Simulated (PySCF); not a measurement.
Germylsilane, SMILES [SiH3][GeH3] (H₆GeSi) (B3LYP/def2-SVP optimised geometry):

```
8

Si     0.439    -1.145     0.000
Ge    -0.387     1.106     0.000
H     -0.042    -1.869    -1.214
H      1.931    -1.145     0.000
H     -0.042    -1.869     1.214
H     -1.931     1.122    -0.003
H      0.100     1.868     1.252
H      0.105     1.869    -1.249
```

Level of theory: B3LYP/def2-TZVP (PySCF).

Question: What are the frontier orbital energies and the dipole moment?

Answer: HOMO-2 -9.22 eV, HOMO-1 -9.22 eV, HOMO -8.08 eV, LUMO 0.03 eV, LUMO+1 0.29 eV; dipole moment 0.15 D.

On the same geometry PBE/def2-TZVP (PySCF 2.14.0) gives HOMO-2 -8.13 eV, HOMO-1 -8.13 eV, HOMO -7.19 eV, LUMO -0.53 eV, LUMO+1 -0.36 eV; dipole moment 0.10 D.

Meta-Löwdin charges at B3LYP/def2-TZVP: Si1 0.27, Ge2 0.12, H3 -0.08, H4 -0.08, H5 -0.08, H6 -0.05, H7 -0.05, H8 -0.05.
